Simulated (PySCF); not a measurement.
PySCF input for ZrH3, SMILES [ZrH3] (connectivity only; charge and spin as stated), neutral, multiplicity 2, C-PCM-PBE0/def2-TZVPD. Coordinates come from a B3LYP-D3(BJ)/def2-TZVPD optimisation. The geometry has at least one imaginary mode, so it is a saddle point at that level. The spin state was assumed, not searched. The def2 effective core potentials stand for the cores of Zr; spin–orbit coupling is left out.

```python
import numpy as np
from pyscf import gto, scf, dft
from pyscf.solvent import pcm

mol = gto.M(
    atom='''
    Zr    0.00000000    0.00000000    0.00000000
    H     1.86523055    0.00000000    0.00000000
    H    -0.93261527    1.61533704    0.00000000
    H    -0.93261528   -1.61533704    0.00000000
    ''',
    basis='def2-TZVPD',
    ecp={'Zr': 'def2-tzvp'},
    charge=0,
    spin=1,
    max_memory=1600,
    verbose=3,
)
mf = dft.UKS(mol, xc='pbe0').density_fit(auxbasis='def2-universal-jkfit')
mf.grids.level = 3
mf.conv_tol = 1e-9
mf.max_cycle = 100
mf.kernel()
fine, coarse = mf.grids, dft.Grids(mol).set(level=1).build(with_non0tab=True)
for _ in range(3):  # follow internal instabilities
    mf.grids = coarse
    mo, _, stable, _ = mf.stability(return_status=True, nroots=4)
    mf.grids = fine
    if stable:
        break
    mf.kernel(mf.make_rdm1(mo, mf.mo_occ))
res = {}
for name, eps in {'water': 78.355, 'cyclohexanone': 15.619, 'benzene': 2.2706}.items():
    s = mf.PCM()
    s.with_solvent.method, s.with_solvent.eps, s.with_solvent.lebedev_order = 'C-PCM', eps, 29
    s.kernel(mf.make_rdm1())
    res[name] = (s.e_tot, eps, s.dip_moment(), s.mo_energy, s.converged)
    print(f'{name}: electrostatic solvation free energy {(s.e_tot - mf.e_tot) * 627.509474:.3f} kcal/mol')
```

Output:

```

WARN: HOMO -0.455426525857065 >= LUMO -0.455426525857065

converged SCF energy = -48.698899678376  <S^2> = 0.75705552  2S+1 = 2.0070431
<class 'pyscf.df.df_jk.DFUKS'> wavefunction has an internal instability
converged SCF energy = -48.7149261209939  <S^2> = 0.75240936  2S+1 = 2.0024079
<class 'pyscf.df.df_jk.DFUKS'> wavefunction is stable in the internal stability analysis

WARN: PCM is an experimental feature. It is still in testing.
Features and APIs may be changed in the future.

converged SCF energy = -48.7261899546262  <S^2> = 0.752283  2S+1 = 2.0022817
Dipole moment(X, Y, Z, Debye): -0.00007,  0.00000, -0.00000
water: electrostatic solvation free energy -7.068 kcal/mol

WARN: PCM is an experimental feature. It is still in testing.
Features and APIs may be changed in the future.

converged SCF energy = -48.7255039487491  <S^2> = 0.75229098  2S+1 = 2.0022897
Dipole moment(X, Y, Z, Debye): -0.00006,  0.00000, -0.00000
cyclohexanone: electrostatic solvation free energy -6.638 kcal/mol

WARN: PCM is an experimental feature. It is still in testing.
Features and APIs may be changed in the future.

converged SCF energy = -48.7208438562824  <S^2> = 0.75234372  2S+1 = 2.0023423
Dipole moment(X, Y, Z, Debye): -0.00001,  0.00000,  0.00000
benzene: electrostatic solvation free energy -3.713 kcal/mol
```

Self-consistency was reached.

Cost: very roughly 30 core-seconds.
